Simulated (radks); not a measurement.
Values are calculated unless marked as measured or tabulated.
Ionisation of Mo+, [Kr] 4d5, to Mo2+, [Kr] 4d4, under several functionals. Dirac Kohn-Sham, spin-unpolarised, spherical densities, finite nucleus; open shells are shared between the two j in proportion to 2j + 1; a radial shooting solver on a logarithmic mesh with Libxc functionals. Known Delta-SCF values: HCTH/407 15.708 eV. What does revPBE give, and what is its highest occupied eigenvalue?

Answer. 15.375 eV by Delta-SCF; the 4d5/2 eigenvalue is -10.241 eV. NIST: 16.2 eV (semi-empirical).

Beside tabulated values, note that spin-unpolarised runs miss the spin-polarisation part of the exchange energy of open shells.
